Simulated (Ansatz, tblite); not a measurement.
Cost and result up the ladder for YO2H (the lowest singlet isomer of a short search) (4 atoms). Total charge 0; singlet. Geometry: PBE-D4/def2-TZVP.

```xyz
4

Y    -0.221   -0.690   -0.416
O    -0.687    1.251   -0.243
O    -0.844    0.514    1.059
H     1.752   -1.075   -0.400
```

Ansatz on 4 threads of AMD EPYC 7B13 on a shared host; xTB runs through tblite on one thread. Times are rough, summed over both states, and most runs start from the orbitals of an earlier one. PBE0-D4/def2-TZVP serves as the yardstick here, not as an exact answer. The other state is a triplet.

In the def2 sets Y takes a core potential; there is no spin–orbit coupling. The xTB rows come from tblite. The structure holds 1 bond(s) between oxygen atoms. HOMO above LUMO, or a gap near zero within one spin, warns that the state may not be the lowest or that an electron is smeared out. The structure comes from a short search, and lower isomers may exist.

xTB has no spin-polarisation term.

```csv
level,functions,wall time,vertical triplet (eV),difference from PBE0-D4/def2-TZVP (eV),remarks
GFN1-xTB,19,0.006 s,3.33,0.61,–
GFN2-xTB,18,0.007 s,1.94,-0.78,–
PBE-D4/def2-TZVP,108,1.7 s,2.59,-0.13,gap within one spin near zero (triplet)
r2SCAN-D4/def2-TZVP,108,3.8 s,2.65,-0.08,gap within one spin near zero (triplet)
PBE0-D4/def2-TZVP,108,4.2 s,2.72,0.00,–
```
